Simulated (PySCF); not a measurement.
These are ωB97X-D3(BJ)/def2-TZVP // PBE0-D3(BJ)/def2-SVP (PySCF) values and carry that method's errors. Gas-phase values, no solvent. One relaxed conformer stands for a flexible species; it need not be the lowest. Delta-SCF ions had no search for a lower state. Excitations are Tamm–Dancoff values on a coarser integration grid. The basis has no diffuse functions, so Rydberg states are missing or too high.

Reference species (SMILES): `Bc1c2sccc2ccc1C#C` (neutral, multiplicity 1).

```
Property                                 Result
--------------------------------------  -------
S1–T1 gap (TDA)                         1.28 eV
HOMO–LUMO gap                           8.06 eV
vertical electron affinity (Delta-SCF)  0.85 eV
vertical ionisation energy (Delta-SCF)  8.25 eV
```

Changed species: `Bc1cc2ccc(C#C)cc2s1`.

**Question.** Give the shifts of the S1–T1 gap (TDA), HOMO–LUMO gap, vertical electron affinity (Delta-SCF) and vertical ionisation energy (Delta-SCF).

**Answer.** the S1–T1 gap (TDA) rises by 0.20 eV, to 1.48 eV; the HOMO–LUMO gap falls by 0.13 eV, to 7.93 eV; the vertical electron affinity (Delta-SCF) rises by 0.17 eV, to 1.02 eV; the vertical ionisation energy (Delta-SCF) rises by 0.09 eV, to 8.34 eV.
